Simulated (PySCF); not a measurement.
CAM-B3LYP on Ti⁺ (titanium, charge +1)

Configuration: [Ar] 3d2 4s1, high-spin 4F determinant. Calculation: PySCF 2.14, in aug-cc-pVTZ; no relativity, point nucleus.

```
Total energy                                     : -849.150 hartree
One-electron energy                              : -1157.182 hartree
Hartree (Coulomb) energy                         : 349.923 hartree
Exchange-correlation energy                      : -41.891 hartree
Kinetic energy                                   : 847.83597 hartree
⟨S²⟩                                             : 3.7506
⟨L²⟩                                             : 12.009
Sum of ⟨r⟩                                       : 17.23 bohr
Sum of ⟨r²⟩                                      : 28.70 bohr²
Density at the nucleus (Gaussians lack the cusp) : 7080 bohr⁻³
Spin density at the nucleus                      : 3.57 bohr⁻³
Langevin diamagnetic susceptibility              : -22.7 ×10⁻⁶ cm³/mol
```

```tsv
shell	electrons	mean orbital energy (eV)	rms radius, mean of both spins (bohr)
1s α	1	-4877.1	0.0812
1s β	1	-4877.1	0.0812
2s α	1	-550.84	0.355
2s β	1	-550.18	0.355
2p α	3	-461.41	0.322
2p β	3	-460.86	0.322
3s α	1	-75.285	1.09
3s β	1	-73.138	1.09
3p α	3	-51.031	1.18
3p β	3	-48.737	1.18
3d α	2	-15.857	1.67
4s α	1	-12.497	3.38
```
